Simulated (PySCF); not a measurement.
# EPR parameters of C2H7FNSi2

Compound: C₂H₇FNSi₂ (doublet state).
SMILES with atom numbers: `[CH2:1][SiH2:2][Si@H:3]([F:4])[N:5]=[CH2:6]` (hydrogens: H7, H8 on C1; H9, H10 on Si2; H11 on Si3; H12, H13 on C6)

Geometry (GFN2-xTB, Å), atoms numbered from 1 in this order:
```xyz
13
C2H7FNSi2 angstrom
C      2.6856   -0.3949    0.2981
Si     1.3310    0.4802   -0.5452
Si    -0.5903   -0.8442   -0.4028
F     -0.6121   -1.8462   -1.6659
N     -1.9104    0.1819   -0.7451
C     -2.7407    0.8509   -0.0908
H      2.8710   -0.3019    1.3546
H      3.2600   -1.1678   -0.1834
H      1.6379    0.7149   -1.9604
H      1.0435    1.7678    0.1063
H     -0.7086   -1.7727    0.7170
H     -2.8669    0.8002    0.9937
H     -3.4044    1.5323   -0.6162
```

The hyperfine couplings belong to this conformer and change with its torsions.

The calculation used UKS B3LYP, pcH-1 on C F H N Si, non-relativistic, mean-field spin-orbit, GIAO in PySCF 2.14.0. Geometry: GFN2-xTB, one conformer, isolated molecule. A GFN2-xTB geometry isn't a minimum of the functional, and hyperfine couplings can be far from their values at a DFT geometry. The SCF solution wasn't tested for stability.

* g1, g2, g3: 2.00216, 2.00266, 2.00299
* g_iso: 2.00260
* Form of g: rhombic: the two nearest values differ by 40 % of g3 − g1
* ⟨S²⟩: 0.7540 (exact 0.7500)
* α and β electrons: 32, 31

Isotropic coupling and dipolar principal values T1 to T3, in G (MHz turned into gauss with g_iso; 10 G = 1 mT):

```csv
atom,isotope,a_iso,of which spin–orbit,T1,T2,T3,Mulliken spin population
C1,13C,29.4,0.0,-26.6,-26.4,53.0,1.02
Si2,29Si,17.4,0.0,-0.9,0.1,0.8,-0.06
Si3,29Si,-40.2,0.0,-5.6,2.7,2.9,0.07
F4,19F,3.3,0.0,-3.5,-3.1,6.6,0.00
N5,14N,1.2,0.0,-0.4,-0.1,0.4,0.00
C6,13C,0.8,0.0,-0.6,-0.5,1.1,0.02
H7,1H,-20.2,0.0,-12.9,-0.3,13.1,-0.04
H8,1H,-20.2,0.0,-12.9,-0.3,13.1,-0.04
H9,1H,11.9,0.0,-1.1,-0.8,1.9,0.02
H10,1H,9.8,0.0,-1.1,-0.8,1.9,0.02
H11,1H,-0.1,0.0,-0.7,-0.4,1.2,0.00
H12,1H,-0.3,0.0,-0.3,0.0,0.2,0.00
H13,1H,0.1,0.0,-0.3,-0.2,0.5,0.00
```

The Mulliken spin populations are largest on C1 (+1.02) and Si3 (+0.07). No atom but C1 exceeds +0.15. The angles at C1 add up to 359.3°, so it is planar; its axial dipolar tensor and the negative couplings of its protons fit spin in a p orbital normal to that plane.

Axes: g3 points within 3° of the C1–H7 bond.

Under fast tumbling the dipolar parts average out, and these isotropic splittings remain: 2 × 1H (H7/H8, I = 1/2, 3 lines) with 2.02 mT, 1 × 1H (H9, I = 1/2, 2 lines) with 1.19 mT, 1 × 1H (H10, I = 1/2, 2 lines) with 0.98 mT, 1 × 19F (F4, I = 1/2, 2 lines) with 0.33 mT, 1 × 14N (N5, I = 1, 3 lines) with 0.12 mT and 1 × 1H (H12, I = 1/2, 2 lines) with 0.03 mT.

The 29Si coupling of Si3 (-112.8 MHz) shows only in satellite lines or after enrichment, since that isotope makes up about 4.7 % of natural silicon.

The 13C coupling of C1 (82.4 MHz) shows only in satellite lines or after enrichment, since that isotope makes up about 1.07 % of natural carbon.
